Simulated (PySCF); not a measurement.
Geometry:
```json
{"atom": "Si1", "x (Å)": "1.131", "y (Å)": "-0.202", "z (Å)": "-1.421"}
{"atom": "C2", "x (Å)": "2.241", "y (Å)": "-0.458", "z (Å)": "-2.894"}
{"atom": "N3", "x (Å)": "1.354", "y (Å)": "1.345", "z (Å)": "-0.637"}
{"atom": "Si4", "x (Å)": "0.329", "y (Å)": "1.637", "z (Å)": "0.757"}
{"atom": "C5", "x (Å)": "0.659", "y (Å)": "3.284", "z (Å)": "1.559"}
{"atom": "N6", "x (Å)": "-1.315", "y (Å)": "1.511", "z (Å)": "0.165"}
{"atom": "Si7", "x (Å)": "-1.695", "y (Å)": "-0.040", "z (Å)": "-0.575"}
{"atom": "C8", "x (Å)": "-3.478", "y (Å)": "-0.128", "z (Å)": "-1.106"}
{"atom": "N9", "x (Å)": "-0.568", "y (Å)": "-0.230", "z (Å)": "-1.902"}
{"atom": "N10", "x (Å)": "-1.323", "y (Å)": "-1.322", "z (Å)": "0.588"}
{"atom": "Si11", "x (Å)": "0.326", "y (Å)": "-1.297", "z (Å)": "1.193"}
{"atom": "C12", "x (Å)": "0.623", "y (Å)": "-2.647", "z (Å)": "2.441"}
{"atom": "N13", "x (Å)": "1.401", "y (Å)": "-1.424", "z (Å)": "-0.188"}
{"atom": "N14", "x (Å)": "0.618", "y (Å)": "0.302", "z (Å)": "1.859"}
{"atom": "H15", "x (Å)": "3.297", "y (Å)": "-0.399", "z (Å)": "-2.590"}
{"atom": "H16", "x (Å)": "2.071", "y (Å)": "-1.444", "z (Å)": "-3.356"}
{"atom": "H17", "x (Å)": "2.052", "y (Å)": "0.307", "z (Å)": "-3.662"}
{"atom": "H18", "x (Å)": "1.305", "y (Å)": "2.103", "z (Å)": "-1.319"}
{"atom": "H19", "x (Å)": "0.432", "y (Å)": "4.110", "z (Å)": "0.867"}
{"atom": "H20", "x (Å)": "0.036", "y (Å)": "3.407", "z (Å)": "2.458"}
{"atom": "H21", "x (Å)": "1.715", "y (Å)": "3.368", "z (Å)": "1.859"}
{"atom": "H22", "x (Å)": "-2.034", "y (Å)": "1.844", "z (Å)": "0.804"}
{"atom": "H23", "x (Å)": "-3.702", "y (Å)": "-1.105", "z (Å)": "-1.561"}
{"atom": "H24", "x (Å)": "-3.695", "y (Å)": "0.661", "z (Å)": "-1.842"}
{"atom": "H25", "x (Å)": "-4.157", "y (Å)": "0.006", "z (Å)": "-0.250"}
{"atom": "H26", "x (Å)": "-0.822", "y (Å)": "-1.011", "z (Å)": "-2.505"}
{"atom": "H27", "x (Å)": "-2.026", "y (Å)": "-1.443", "z (Å)": "1.316"}
{"atom": "H28", "x (Å)": "1.677", "y (Å)": "-2.660", "z (Å)": "2.761"}
{"atom": "H29", "x (Å)": "-0.004", "y (Å)": "-2.498", "z (Å)": "3.333"}
{"atom": "H30", "x (Å)": "0.382", "y (Å)": "-3.633", "z (Å)": "2.015"}
{"atom": "H31", "x (Å)": "1.511", "y (Å)": "-2.364", "z (Å)": "-0.563"}
{"atom": "H32", "x (Å)": "1.516", "y (Å)": "0.372", "z (Å)": "2.337"}
```

- PBE0/pcSseg-1 with gauge-including orbitals
- PBE0-D3(BJ)/def2-SVP geometry
- run in PySCF
- averaged over atoms made equivalent by symmetry, fast rotation or ring inversion, gas phase, single conformer, relativity neglected

Chemical shifts δ = σref − σ; TMS for 13C (σ = 184.41 ppm) and 1H (σ = 31.27 ppm) and 29Si (σ = 351.99 ppm); 15N (σ = 265.67 ppm) vs NH3, all at this level.

```json
{"atoms": "H15/H16/H17/H19/H20/H21/H23/H24/H25/H28/H29/H30", "nucleus": "1H", "count": "12", "δ (ppm)": "?"}
{"atoms": "H18/H22/H26/H27/H31/H32", "nucleus": "1H", "count": "6", "δ (ppm)": "0.23"}
{"atoms": "N3/N6/N9/N10/N13/N14", "nucleus": "15N", "count": "6", "δ (ppm)": "?"}
{"atoms": "C2/C5/C8/C12", "nucleus": "13C", "count": "4", "δ (ppm)": "0.7"}
{"atoms": "Si1/Si4/Si7/Si11", "nucleus": "29Si", "count": "4", "δ (ppm)": "-7.6"}
```

Fill in the missing shifts.

Results:


- H15/H16/H17/H19/H20/H21/H23/H24/H25/H28/H29/H30: 0.08 ppm, hydrogen on a carbon bonded to Si
- N3/N6/N9/N10/N13/N14: 67.5 ppm, nitrogen bonded to 2 Si, H

The OH or NH signal is concentration- and solvent-dependent in practice; the value given is the gas-phase one. Shifts are as computed. Against solution values, carbons near 30 ppm lie about +2 ppm off and those near 130 ppm about +5 ppm. Of 1313 compounds with measured shifts, 239 miss one by over three times the rms of a fit or turn the order of signals round; such compounds aren't used in these exercises. Experimental scales use liquid or dissolved standards, which lie at an offset from isolated NH3 (liquid NH3: subtract about 20 ppm).
